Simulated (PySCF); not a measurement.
**Excitation energy of Li by level of theory**

Li [He] 2s1 (2S) → Li [He] 2p1 (2P), as a difference of total energies. Computed with PySCF 2.14 in aug-cc-pCVQZ-DK, with scalar relativity by spin-free X2C-1e. Correlated levels: valence and next inner shell: nothing frozen. The calculations carry no spin-orbit coupling.

```json
{"method": "UHF", "excitation energy (cm⁻¹)": "14856"}
{"method": "LDA", "excitation energy (cm⁻¹)": "12886"}
{"method": "PBE", "excitation energy (cm⁻¹)": "12563"}
{"method": "PBE0", "excitation energy (cm⁻¹)": "13237"}
{"method": "r2SCAN", "excitation energy (cm⁻¹)": "12995"}
{"method": "PBEsol", "excitation energy (cm⁻¹)": "12612"}
{"method": "wB97X-V", "excitation energy (cm⁻¹)": "14516"}
{"method": "B97-3", "excitation energy (cm⁻¹)": "12328"}
{"method": "MP2 (valence and next inner shell)", "excitation energy (cm⁻¹)": "14914"}
{"method": "SCS-MP2 (valence and next inner shell)", "excitation energy (cm⁻¹)": "14936"}
```

Errors of the correlated levels include the incompleteness of this basis.

For comparison: 14904 cm⁻¹ (measured; NIST levels, between the centres of gravity of the two terms).
